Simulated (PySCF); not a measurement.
**Electric field gradients and quadrupole coupling constants**

C₂H₁₅NSi₄.
Z-matrix (Å and degrees, GFN2-xTB geometry), rows numbered from 1:
```
N 
Si  1  1.7319
C   2  1.9102  1  114.97
Si  3  1.8965  2  116.32  1   178.43
C   2  1.8957  1  105.85  3  -121.97
Si  5  1.9011  2  114.85  1   -52.89
Si  6  2.3059  5  113.05  2    67.81
H   1  1.0070  2  118.98  3    72.99
H   1  1.0067  2  118.49  3   -63.96
H   2  1.4685  1  104.20  3   119.71
H   3  1.0911  2  108.28  1    56.17
H   3  1.0915  2  109.23  1   -58.48
H   4  1.4654  3  110.32  2    64.83
H   4  1.4648  3  110.08  2   -56.28
H   4  1.4683  3  109.44  2  -175.97
H   5  1.0907  2  109.55  1    70.16
H   5  1.0892  2  108.12  1  -174.93
H   6  1.4712  5  107.94  2   -57.65
H   6  1.4783  5  106.72  2  -169.82
H   7  1.4719  6  113.63  5    28.89
H   7  1.4694  6  111.85  5   146.86
H   7  1.4639  6  114.60  5   -92.96
```

Field gradients from the PBE0/pcSseg-1 density (PySCF, non-relativistic), principal values in atomic units, ordered |Vxx| ≤ |Vyy| ≤ |Vzz|:

```
atom     Vxx     Vyy      Vzz
  N1  0.2858  0.6094  -0.8952
```

Q: Find the asymmetry η = (Vxx − Vyy)/Vzz and the couplings χ = eQV/h (234.96 MHz × Q in barn × V in au), with Q(14N) = 0.02044 b.

A: 
| atom | environment | nucleus | η | χzz (MHz) | χxx (MHz) | χyy (MHz) |
| --- | --- | --- | --- | --- | --- | --- |
| N1 | silicon-bound nitrogen | 14N | 0.36 | -4.299 | 1.373 | 2.927 |

The tensor is traceless: Vxx + Vyy + Vzz = 0.

Q: What is Vzz at N1 in SI units (1 au = 9.71736 × 10²¹ V/m²)?

A: -0.8952 au = -8.699 × 10²¹ V/m².

Were the hydrogens deuterons (Q(2H) = 0.00286 b), χzz would run from 104 kHz (H19) to 290 kHz (H9).

One conformer (not necessarily the lowest) at the GFN2-xTB geometry, without solvent, vibrations or thermal averaging. GFN2-xTB bond lengths can be off by several hundredths of an ångström, more for odd bonds, and the gradients follow them. The basis is small and wasn't made for field gradients, so the couplings can be 20 % off.
